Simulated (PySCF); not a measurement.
# How methods differ on the ionisation energy of V⁺

V⁺ [Ar] 3d4 (5D) → V²⁺ [Ar] 3d3 (4F), as a difference of total energies. Computed with PySCF 2.14 in ANO-RCC-VTZP (6s5p3d2f1g, 59 functions), with scalar relativity by spin-free X2C-1e. Correlated levels: valence: [Ar] frozen. The calculations carry no spin-orbit coupling.

| method | ionisation energy (eV) |
| --- | --- |
| UHF | 13.159 |
| MP2 (valence) | 13.915 |
| SCS-MP2 (valence) | 13.411 |
| CCSD (valence) | 13.992 |
| CCSD(T) (valence) | 14.013 |

Task: How much does correlation contribute at CCSD(T) (valence)?

Result: 14.013 − (13.159) = 0.854 eV, measured against UHF.

A first-order spin-orbit estimate (lowest level to lowest level, LS coupling) adds -0.018 eV.

Errors of the correlated levels include the incompleteness of this basis and the frozen core.

For comparison: 14.634 ± 0.007 eV (measured; NIST Atomic Spectra Database, ionization energies).
